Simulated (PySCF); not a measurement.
C₈H₁₂, charge -1, doublet, at a GFN2-xTB geometry (a state made from the parent by changing its charge; the spin is typed, not shown lowest) (in this run its highest filled SCF level lies above zero, so its values depend strongly on the basis, on diffuse functions most of all); PBE/3-21G (PySCF).

Input for PySCF:
```python
from pyscf import gto, scf, dft

mol = gto.Mole()
mol.atom = '''
    C    -0.690874   -1.745536   -0.185858
    C     0.688625   -1.747025   -0.180123
    C     1.523753   -0.587811   -0.548798
    C     1.520403    0.584525    0.561453
    C     0.690874    1.745536    0.185858
    C    -0.688625    1.747025    0.180123
    C    -1.523753    0.587811    0.548798
    C    -1.520403   -0.584525   -0.561453
    H    -1.204914   -2.575136    0.295300
    H     1.196855   -2.577729    0.305285
    H     1.177291   -0.128048   -1.478045
    H     2.563467   -0.904128   -0.698020
    H     2.559521    0.898598    0.719317
    H     1.165235    0.125519    1.487783
    H     1.204914    2.575136   -0.295300
    H    -1.196855    2.577729   -0.305285
    H    -1.177291    0.128048    1.478045
    H    -2.563467    0.904128    0.698020
    H    -1.165235   -0.125519   -1.487783
    H    -2.559521   -0.898598   -0.719317
'''
mol.basis = '3-21g'
mol.charge = -1
mol.spin = 1
mol.verbose = 4
mol.build()

mf = dft.UKS(mol)
mf.xc = 'pbe'
mf.kernel()
mf.analyze()
```

Task: Predict the main parts of the log of this PySCF run.

Result: 
```
PySCF version 2.14.0

[INPUT] verbose = 4
[INPUT] num. atoms = 20
[INPUT] num. electrons = 61
[INPUT] charge = -1
[INPUT] spin (= nelec alpha-beta = 2S) = 1
[INPUT] symmetry False subgroup None
[INPUT] Mole.unit = angstrom
[INPUT] Symbol           X                Y                Z      unit          X                Y                Z       unit  Magmom
[...]
nuclear repulsion = 365.274340432117
number of shells = 64
number of NR pGTOs = 156
number of NR cGTOs = 96
basis = 3-21g
ecp = {}

******** <class 'pyscf.dft.uks.UKS'> ********
method = UKS
initial guess = minao
damping factor = 0
level_shift factor = 0
DIIS = <class 'pyscf.scf.diis.CDIIS'>
diis_start_cycle = 1
diis_space = 8
diis_damp = 0
SCF conv_tol = 1e-09
SCF conv_tol_grad = None
SCF max_cycles = 50
direct_scf = True
direct_scf_tol = 1e-13
number electrons alpha = 31  beta = 30
XC library pyscf.dft.libxc version 7.1.2
    S. Lehtola, C. Steigemann, M. J. T. Oliveira, and M. A. L. Marques,  SoftwareX 7, 1–5 (2018)
XC functionals = pbe
    J. P. Perdew, K. Burke, and M. Ernzerhof,  Phys. Rev. Lett. 77, 3865 (1996)
    J. P. Perdew, K. Burke, and M. Ernzerhof,  Phys. Rev. Lett. 78, 1396 (1997)
    J. P. Perdew, K. Burke, and M. Ernzerhof,  Phys. Rev. Lett. 77, 3865 (1996)
    J. P. Perdew, K. Burke, and M. Ernzerhof,  Phys. Rev. Lett. 78, 1396 (1997)
radial grids:
    Treutler-Ahlrichs [JCP 102, 346 (1995); DOI:10.1063/1.469408] (M4) radial grids

becke partition: Becke, JCP 88, 2547 (1988); DOI:10.1063/1.454033
pruning grids: <function nwchem_prune>
grids dens level: 3
symmetrized grids: False
atomic radii adjust function: <function treutler_atomic_radii_adjust>
small_rho_cutoff = 0
Set gradient conv threshold to 3.16228e-05
tot grids = 230640
init E= -310.247409648027

cycle= 1 E= -309.663520330068  delta_E= 0.584  |g|= 0.515  |ddm|= 3.24
cycle= 2 E= -309.497796570148  delta_E= 0.166  |g|= 0.756  |ddm|= 2.16
cycle= 3 E= -309.824611276872  delta_E= -0.327  |g|= 0.0329  |ddm|= 1.33
cycle= 4 E= -309.82504017383  delta_E= -0.000429  |g|= 0.0223  |ddm|= 0.107
cycle= 5 E= -309.825288344748  delta_E= -0.000248  |g|= 0.00488  |ddm|= 0.0427
cycle= 6 E= -309.825302546493  delta_E= -1.42e-05  |g|= 0.0005  |ddm|= 0.011
cycle= 7 E= -309.825302738621  delta_E= -1.92e-07  |g|= 7.52e-05  |ddm|= 0.00111
cycle= 8 E= -309.8253027455  delta_E= -6.88e-09  |g|= 1.66e-05  |ddm|= 0.000259
cycle= 9 E= -309.825302745734  delta_E= -2.34e-10  |g|= 3.4e-06  |ddm|= 5.41e-05
Extra cycle  E= -309.825302745729  delta_E= 4.77e-12  |g|= 5.03e-06  |ddm|= 1.8e-05
converged SCF energy = -309.825302745729  <S^2> = 0.75108177  2S+1 = 2.0010815
**** SCF Summaries ****
Total Energy =                        -309.825302745729289
Nuclear Repulsion Energy =             365.274340432116958
One-electron Energy =                -1152.328830498909610
Two-electron Energy =                  477.229187321063307
Two-electron Coulomb Energy =          524.822724404756059
DFT Exchange-Correlation Energy =      -47.593537083692773
**** MO energy ****
                             alpha | beta                alpha | beta
[...]
To work with the spin densities directly, `use mulliken_meta_spin()` only printing them here.

 ** Mulliken spin pop alpha/beta on meta-lowdin orthogonal AOs **
 ** Mulliken Spin Density (per AO)  **
spin_pop of  0 C 1s       -0.00000
spin_pop of  0 C 2s        0.00889
spin_pop of  0 C 3s        0.00012
spin_pop of  0 C 2px       0.00332
spin_pop of  0 C 2py       0.03211
spin_pop of  0 C 2pz       0.17111
spin_pop of  0 C 3px       0.00027
spin_pop of  0 C 3py       0.00079
spin_pop of  0 C 3pz       0.00346
spin_pop of  1 C 1s       -0.00000
spin_pop of  1 C 2s        0.00889
spin_pop of  1 C 3s        0.00012
spin_pop of  1 C 2px       0.00361
spin_pop of  1 C 2py       0.03214
spin_pop of  1 C 2pz       0.17079
spin_pop of  1 C 3px       0.00028
spin_pop of  1 C 3py       0.00079
spin_pop of  1 C 3pz       0.00344
spin_pop of  2 C 1s       -0.00000
spin_pop of  2 C 2s        0.00811
spin_pop of  2 C 3s        0.00015
spin_pop of  2 C 2px      -0.00041
spin_pop of  2 C 2py       0.00798
spin_pop of  2 C 2pz       0.01211
spin_pop of  2 C 3px       0.00005
spin_pop of  2 C 3py       0.00044
spin_pop of  2 C 3pz       0.00152
spin_pop of  3 C 1s       -0.00000
spin_pop of  3 C 2s        0.00811
spin_pop of  3 C 3s        0.00015
spin_pop of  3 C 2px      -0.00041
spin_pop of  3 C 2py       0.00797
spin_pop of  3 C 2pz       0.01213
spin_pop of  3 C 3px       0.00005
spin_pop of  3 C 3py       0.00045
spin_pop of  3 C 3pz       0.00151
spin_pop of  4 C 1s       -0.00000
spin_pop of  4 C 2s        0.00889
spin_pop of  4 C 3s        0.00012
spin_pop of  4 C 2px       0.00332
spin_pop of  4 C 2py       0.03211
spin_pop of  4 C 2pz       0.17111
spin_pop of  4 C 3px       0.00027
spin_pop of  4 C 3py       0.00079
spin_pop of  4 C 3pz       0.00346
spin_pop of  5 C 1s       -0.00000
spin_pop of  5 C 2s        0.00889
spin_pop of  5 C 3s        0.00012
spin_pop of  5 C 2px       0.00361
spin_pop of  5 C 2py       0.03214
spin_pop of  5 C 2pz       0.17079
spin_pop of  5 C 3px       0.00028
spin_pop of  5 C 3py       0.00079
spin_pop of  5 C 3pz       0.00344
spin_pop of  6 C 1s       -0.00000
spin_pop of  6 C 2s        0.00811
spin_pop of  6 C 3s        0.00015
spin_pop of  6 C 2px      -0.00041
spin_pop of  6 C 2py       0.00798
spin_pop of  6 C 2pz       0.01211
spin_pop of  6 C 3px       0.00005
spin_pop of  6 C 3py       0.00044
spin_pop of  6 C 3pz       0.00152
spin_pop of  7 C 1s       -0.00000
spin_pop of  7 C 2s        0.00811
spin_pop of  7 C 3s        0.00015
spin_pop of  7 C 2px      -0.00041
spin_pop of  7 C 2py       0.00797
spin_pop of  7 C 2pz       0.01213
spin_pop of  7 C 3px       0.00005
spin_pop of  7 C 3py       0.00045
spin_pop of  7 C 3pz       0.00151
spin_pop of  8 H 1s       -0.00429
spin_pop of  8 H 2s        0.00010
spin_pop of  9 H 1s       -0.00429
spin_pop of  9 H 2s        0.00010
spin_pop of  10 H 1s        0.00547
spin_pop of  10 H 2s       -0.00000
spin_pop of  11 H 1s       -0.00154
spin_pop of  11 H 2s        0.00025
spin_pop of  12 H 1s       -0.00154
spin_pop of  12 H 2s        0.00025
spin_pop of  13 H 1s        0.00547
spin_pop of  13 H 2s       -0.00000
spin_pop of  14 H 1s       -0.00429
spin_pop of  14 H 2s        0.00010
spin_pop of  15 H 1s       -0.00429
spin_pop of  15 H 2s        0.00010
spin_pop of  16 H 1s        0.00547
spin_pop of  16 H 2s       -0.00000
spin_pop of  17 H 1s       -0.00154
spin_pop of  17 H 2s        0.00025
spin_pop of  18 H 1s        0.00547
spin_pop of  18 H 2s       -0.00000
spin_pop of  19 H 1s       -0.00154
spin_pop of  19 H 2s        0.00025
 ** Mulliken Spin Density (per atom)  **
spin density of  0 C =      0.22005
spin density of  1 C =      0.22005
spin density of  2 C =      0.02996
spin density of  3 C =      0.02996
spin density of  4 C =      0.22005
spin density of  5 C =      0.22005
spin density of  6 C =      0.02996
spin density of  7 C =      0.02996
spin density of  8 H =     -0.00419
spin density of  9 H =     -0.00419
spin density of  10 H =      0.00547
spin density of  11 H =     -0.00129
spin density of  12 H =     -0.00129
spin density of  13 H =      0.00547
spin density of  14 H =     -0.00419
spin density of  15 H =     -0.00419
spin density of  16 H =      0.00547
spin density of  17 H =     -0.00129
spin density of  18 H =      0.00547
spin density of  19 H =     -0.00129
 ** Mulliken pop alpha/beta on meta-lowdin orthogonal AOs **
 ** Mulliken pop       alpha | beta **
In total            31.00000 | 30.00000
 ** Mulliken atomic charges   ( Nelec_alpha | Nelec_beta ) **
charge of  0C =     -0.24480  (     3.23242      3.01237 )
charge of  1C =     -0.24479  (     3.23242      3.01237 )
charge of  2C =     -0.19428  (     3.11212      3.08216 )
charge of  3C =     -0.19429  (     3.11212      3.08216 )
charge of  4C =     -0.24480  (     3.23242      3.01237 )
charge of  5C =     -0.24479  (     3.23242      3.01237 )
charge of  6C =     -0.19428  (     3.11212      3.08216 )
charge of  7C =     -0.19429  (     3.11212      3.08216 )
charge of  8H =      0.04955  (     0.47313      0.47732 )
charge of  9H =      0.04955  (     0.47313      0.47732 )
charge of  10H =      0.08167  (     0.46190      0.45643 )
charge of  11H =      0.05785  (     0.47043      0.47172 )
charge of  12H =      0.05786  (     0.47043      0.47172 )
charge of  13H =      0.08167  (     0.46190      0.45643 )
charge of  14H =      0.04955  (     0.47313      0.47732 )
charge of  15H =      0.04955  (     0.47313      0.47732 )
charge of  16H =      0.08167  (     0.46190      0.45643 )
charge of  17H =      0.05785  (     0.47043      0.47172 )
charge of  18H =      0.08167  (     0.46190      0.45643 )
charge of  19H =      0.05786  (     0.47043      0.47172 )

WARN: System has nonzero charge -1; the dipole moment is origin-dependent.
Location of origin: [0. 0. 0.]

Dipole moment(X, Y, Z, Debye): -0.00000, -0.00000, -0.00000
```
